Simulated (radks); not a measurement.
Task: Species: As I. Configuration: [Ar] 3d10 4s2 4p2 4f1 (not the ground configuration). All-electron calculation, Dirac Kohn-Sham, LDA (Slater exchange, Perdew-Wang correlation), spin-unpolarised, spherical densities, finite nucleus; open shells are shared between the two j in proportion to 2j + 1; Fermi nuclear charge, rms radius 4.0968 fm. Program: a radial shooting solver on a logarithmic mesh with Libxc functionals. Some entries of the table are withheld. Estimate them.

orbital      occ.  eigenvalue (hartree)  r(max) (bohr)  <r> (bohr)
1s1/2           2             -430.0818        0.02978     0.04556
2s1/2           2             -54.82292            (1)      0.2028
2p1/2           2             -49.06450            (2)      0.1748
2p3/2           4             -47.72355            (3)      0.1785
3s1/2           2              -7.25895         0.5223      0.5993
3p1/2           2              -5.32371         0.5153      0.6106
3p3/2           4              -5.13862         0.5239      0.6214
3d3/2           4              -1.81512            (4)      0.6750
3d5/2           6              -1.78824            (5)      0.6797
4s1/2           2              -0.80430          1.587       1.869
4p1/2    0.666667                   (6)          1.869       2.278
4p3/2     1.33333                   (7)          1.902       2.316
4f5/2    0.428571              -0.01615          16.28       17.47
4f7/2    0.571429              -0.01615          16.28       17.47

Result: 
(1) 2s1/2 r(max) (bohr): 0.1704
(2) 2p1/2 r(max) (bohr): 0.1342
(3) 2p3/2 r(max) (bohr): 0.1373
(4) 3d3/2 r(max) (bohr): 0.4734
(5) 3d5/2 r(max) (bohr): 0.4762
(6) 4p1/2 eigenvalue (hartree): -0.44313
(7) 4p3/2 eigenvalue (hartree): -0.43044
